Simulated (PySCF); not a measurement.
Job for PySCF: R-BP86/LANL2DZ on CdF2 (SMILES [F][Cd][F]), a point of a bond scan (R = 3.384 Å).

```python
from pyscf import gto, scf, dft, mp
from pyscf.data.elements import chemcore

mol = gto.M(
    atom='''
    Cd    0.00000000    0.00000000    0.00000000
    F    -0.00000000   -0.00000000   -3.38361285
    F     0.00000000    0.00000000    1.93349306
    ''',
    basis='lanl2dz',
    ecp={'Cd': 'lanl2dz'},
    charge=0, spin=0, verbose=3, max_memory=1800)
mf = dft.RKS(mol, xc='b88,p86')
mf.conv_tol = 1e-8
mf.max_cycle = 100
mf.kernel()
if not mf.converged:
    mf = mf.newton().run(mf.mo_coeff, mf.mo_occ)
```

The log:

```
converged SCF energy = -247.985115514786
```

The run converged.

Cost: roughly 6 core-seconds.
